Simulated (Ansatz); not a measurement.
`[SH][GaH][Cl]` + HCl → `[Cl][GaH][Cl]` + H₂S  (ligand exchange at a Ga–S bond)

Computed with Ansatz on PBE0-D4/def2-TZVP structures; ΔE is electronic, products minus reactants. CBS: MP2 limit from def2 TZ/QZ plus the TZ coupled-cluster correction, frozen cores. This one scheme is used for every species. DFT in def2-TZVPP. For Ga outer-core shells are correlated without core-valence functions, which leaves a few kJ/mol of doubt a bond. Scalar relativity is left out up to krypton. One conformer a species, not always the lowest.

(1) Is it downhill or uphill in electronic energy at CCSD(T)/CBS, and by how much? (Estimate.)

(2) What do these levels give: r2SCAN0-D4, PBE, CCSD/def2-SVP, CCSD(T)/def2-SVP, HF/def2-TZVPP, MP2/def2-TZVPP? (Estimate.)

Largest T1 diagnostic among the species: 0.012.

## Answers

(1) The calculation gave: Downhill: ΔE = -0.23 eV.

(2) Ansatz gave: r2SCAN0-D4 -0.26, PBE -0.22, CCSD/def2-SVP -0.33, CCSD(T)/def2-SVP -0.31, HF/def2-TZVPP -0.40, MP2/def2-TZVPP -0.24 eV.

From BLYP to BHLYP (50 % exact exchange), in def2-TZVPP and without D4, ΔE moves by −0.05 eV. Leaving LDA and LC-ωPBE aside and taking each functional with its dispersion term where it has one, the values, not all of them listed here, spread over 0.09 eV, from BHLYP-D4 to PBE-D4. LDA lies +0.04 eV from PBE without D4. At CCSD(T), def2-SVP lies −0.08 eV from the extrapolated value and def2-TZVPP −0.01 eV.
